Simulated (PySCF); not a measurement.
## Worked example: oscillator strength and radiative lifetime

hexa-1,5-dien-3-yne (C6H6), SMILES C=CC#CC=C.

Coordinates come from a PBE0-D3(BJ)/def2-SVP optimisation.

TDA-PBE/def2-SVPD (PySCF 2.14.0) puts the first singlet state with f over 0.02 at 4.70 eV (vertical), with the transition dipole (0.000, -2.498, 0.000) in atomic units.

Find the oscillator strength, the wavelength and the radiative lifetime that this transition would have in vacuum if emission retraced absorption.


|μ|² = 6.2400 au, so |μ| = 6.35 D. ΔE = 4.70/27.211 = 0.1727 hartree. f = (2/3) ΔE |μ|² = 0.719 (the program prints 0.719).
λ = 1239.84/4.70 = 264 nm; ν = 37908 cm⁻¹.
Einstein's coefficient A = 0.6670 ν² f s⁻¹ (ν in cm⁻¹) = 6.9e8 s⁻¹, so τ = 1/A = 1.5 ns. This state is S2; the lower singlet has f = 0.000. The figure is the radiative limit of this one transition; relaxation, internal conversion, crossing to triplets and a medium change what is measured.
